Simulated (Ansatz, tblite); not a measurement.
Removing and adding an electron: BO3H3 (the lowest singlet isomer of a short search). The state is a singlet with charge 0. Geometry: PBE-D4/def2-TZVP. Ansatz, gas phase; energy differences of separate SCF runs; the oxidised species was run as a doublet alone; the reduced species was run as a doublet alone.

```xyz
7

B    -0.143    0.101   -0.525
O     0.720    0.942   -0.023
O    -0.676   -0.714    0.721
O     1.408    1.941   -0.730
H    -0.623   -0.218   -1.564
H    -0.111   -0.363    1.459
H    -0.575   -1.688    0.662
```

The xTB rows come from tblite. Correlated methods freeze 4 core orbitals. The structure holds one bond between oxygen atoms, so isomers without such links may lie far lower. The structure comes from a short search, and lower isomers may exist.

| level | −HOMO (eV) | vertical IE (eV) | −LUMO (eV) | vertical EA (eV) | HOMO–LUMO gap (eV) | IE − EA (eV) | remarks |
| --- | --- | --- | --- | --- | --- | --- | --- |
| GFN1-xTB | 9.57 | 14.73 | 6.85 | 3.00 | 2.72 | 11.73 | – |
| GFN2-xTB | 8.74 | 13.61 | 5.80 | 1.50 | 2.94 | 12.11 | – |
| HF/def2-TZVPP | – | 5.72 | – | – | – | – | – |
| PBE-D4/def2-TZVP | 3.57 | 7.67 | 2.24 | – | 1.33 | – | – |
| PBE-D4/def2-TZVPD | 3.79 | – | 2.57 | 0.59 | 1.22 | – | HOMO above zero (-1 doublet) |
| r2SCAN-D4/def2-TZVP | 3.72 | 7.43 | 1.56 | – | 2.16 | – | – |
| r2SCAN-D4/def2-TZVPD | 3.90 | – | 1.89 | 0.53 | 2.00 | – | HOMO above zero (-1 doublet) |
| PBE0-D4/def2-TZVP | 5.01 | 7.40 | 1.39 | – | 3.62 | – | – |
| PBE0-D4/def2-TZVPD | 5.19 | – | 1.81 | 0.55 | 3.38 | – | HOMO above zero (-1 doublet) |
| MP2/def2-TZVPP | – | 7.54 | – | – | – | – | – |
| CCSD/def2-TZVPP | – | 7.24 | – | – | – | – | large T1 (0.026) (singlet) |
| CCSD(T)/def2-TZVPP | – | 7.38 | – | – | – | – | large T1 (0.026) (singlet) |

   A HOMO above zero means that the electron is unbound at that level or that self-interaction error raises the level; the energy of removing that electron tells which. Raw xTB energy differences between charge states are shifted by several eV; the methods need an empirical correction for them.
